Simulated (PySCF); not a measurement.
C₃H₃BF₂.

```xyz
9

C      0.8657    -2.3143     0.0000
C      0.1966    -1.2972     0.0000
B     -0.6040     0.0001     0.0000
F     -1.9358    -0.0454     0.0000
C      0.0531     1.4328     0.0000
F      1.4340     1.4106     0.0000
H      1.4555    -3.2132     0.0000
H     -0.3062     1.9988     0.8837
H     -0.3062     1.9988    -0.8837
```
Charge 0, spin multiplicity 1.

The structure is a stationary point at B3LYP-D3(BJ)/def2-SVP. This is a generated structure with no PubChem entry under its InChIKey; it may be hypothetical. One conformer was computed; it need not be the lowest.

All values below come from PySCF with PBE0/pcSseg-1. Non-relativistic, no solvent.

Computed absolute GIAO shielding of each atom: isotropic value and principal components (ppm):
| atom | σ(iso) | σ11 | σ22 | σ33 | span |
|---|---|---|---|---|---|
| C1 | 73.4 | -1.0 | 12.8 | 208.4 | 209.4 |
| C2 | 96.6 | -2.3 | 2.2 | 290.0 | 292.4 |
| B3 | 55.9 | 3.3 | 72.9 | 91.5 | 88.1 |
| F4 | 202.9 | 11.2 | 121.6 | 476.0 | 464.8 |
| C5 | 103.8 | 72.1 | 79.9 | 159.3 | 87.2 |
| F6 | 466.9 | 434.4 | 470.7 | 495.5 | 61.1 |
| H7 | 28.0 | 24.1 | 24.4 | 35.6 | 11.5 |
| H8 | 26.8 | 23.2 | 26.3 | 31.0 | 7.9 |
| H9 | 26.8 | 23.2 | 26.3 | 31.0 | 7.9 |
